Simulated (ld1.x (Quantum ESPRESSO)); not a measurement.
# What the settings do to the TM semilocal potential of palladium

Base potential:

palladium (Pd), norm-conserving Troullier–Martins (semilocal form), made with ld1.x (Quantum ESPRESSO) 7.5 (revPBE, scalar-relativistic). Core [Kr], reference 4d9.5 5s0 5p0 (charge +0.5). Waves: 5s (bound, empty): rc 2.70 bohr; 5p (bound, empty): rc 2.50 bohr; 4d (bound): rc 1.45 bohr; 4f channel at 0.45 Ry: rc 2.75 bohr. Local part: the f channel. Core correction: none.

Cutoffs, loose and tight: the cutoffs (Ry, on a coarse ladder) from which the occupation-weighted sum of valence levels, in a spherical-Bessel basis at the reference potential, stays within 10 and 1 mRy of its value at 400 Ry. They do not see the model core or the augmentation charge, which bear on the density cutoff. Test errors are all-electron minus pseudo excitation energies from the reference, over the configurations 4d10 5s0 5p0; 4d9 5s0 5p0; 4d8 5s0 5p0; 4d6 5s0 5p0; 4d9 5s0 5p1; 4d9 5s1 5p0; 4d7 5s0 5p0. A dash means not determined; rows that change the core or the reference have their own tests.

A semilocal file is local in each channel, so a ghost entry of none says nothing of the separable form that plane-wave codes build from it.

```tsv
change	outcome	cutoff, loose	cutoff, tight	bound ghosts	largest test error (meV)
base	generated	70 Ry	80 Ry	none	-650
all radii scaled by about 0.84 (s 2.26, p 2.10, d 1.22, f 2.30 bohr)	generated	70 Ry	90 Ry	none	-642
all radii scaled by about 0.91 (s 2.44, p 2.26, d 1.32, f 2.50 bohr)	generated	70 Ry	90 Ry	none	-645
all radii scaled by about 1.03 (s 2.78, p 2.58, d 1.50, f 2.84 bohr)	generated	70 Ry	80 Ry	none	-652
all radii scaled by about 1.24 (s 3.34, p 3.10, d 1.80, f 3.40 bohr)	generated	55 Ry	80 Ry	none	-687
all radii scaled by about 1.31 (s 3.54, p 3.28, d 1.90, f 3.60 bohr)	generated	55 Ry	80 Ry	none	-702
all radii scaled by about 1.41 (s 3.80, p 3.52, d 2.04, f 3.86 bohr)	generated	50 Ry	70 Ry	none	-720
```

Question: What comes out with this change to the base: all radii scaled by about 1.12 (s 3.02, p 2.80, d 1.62, f 3.08 bohr)?

Answer: outcome: generated; cutoff, loose: 60 Ry; cutoff, tight: 80 Ry; bound ghosts: none; largest test error (meV): -660.

Question: What comes out with this change to the base: all radii scaled by about 0.77 (s 2.08, p 1.92, d 1.12, f 2.12 bohr)?

Answer: outcome: generated; cutoff, loose: 80 Ry; cutoff, tight: 100 Ry; bound ghosts: none; largest test error (meV): -638.

Question: What comes out with this change to the base: all radii scaled by about 1.16 (s 3.12, p 2.90, d 1.68, f 3.18 bohr)?

Answer: outcome: generated; cutoff, loose: 60 Ry; cutoff, tight: 90 Ry; bound ghosts: none; largest test error (meV): -669.

Reading the sweep of the scale of all radii (base = 1) (base included, trends over the rows without a ghost): The loose cutoff falls from 80 Ry at 0.77 to 50 Ry at 1.41. A larger radius leaves more room for a smooth pseudo-wave, so fewer plane waves are needed; a smaller one forces it to follow the all-electron wave where it bends sharply. The median size of the test errors (rows with all tests solved) rises from 11.0 meV at 0.77 to 23.1 meV at 1.41, with one reversal. More of the atom is replaced by a form fitted at one configuration, so other configurations suffer as the radius grows.
